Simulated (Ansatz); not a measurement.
Species: C₂H₇GeO (charge 0, doublet). SMILES: C[CH][O][GeH3]
Geometry: optimised at B3LYP-D3(BJ)/def2-TZVP (Ansatz, an electronic-structure program).

Wanted: atomisation energy, in kcal/mol. Conventions: atomisation electronic, to ground-state atoms; non-relativistic; no spin-orbit coupling; no dispersion term unless named; open shells spin-unrestricted. Ab initio and DFT rows: single points at B3LYP-D3(BJ) geometries (Ansatz).

```
species         coefficient  E at HF/3-21G (Ansatz), Eh  E at wB97M-V/def2-TZVPD (Ansatz), Eh
--------------  -----------  --------------------------  ------------------------------------
C[CH][O][GeH3]           -1                 -2219.13995                           -2232.46290
C atom                   +2                   -37.48107                             -37.84643
Ge atom                  +1                 -2065.31136                           -2076.80617
H atom                   +7                    -0.49620                              -0.49411
O atom                   +1                   -74.39366                             -75.07806
```

 1 Eh = 627.5095 kcal/mol.

**Question.** Compute it at each level from the table.

**Answer.** 
- HF/3-21G: the sum of coefficient times E is 0.99939 Eh, or 627.13 kcal/mol. Result: 627.1 kcal/mol.
- wB97M-V/def2-TZVPD: the sum of coefficient times E is 1.42704 Eh, or 895.48 kcal/mol. Result: 895.5 kcal/mol.
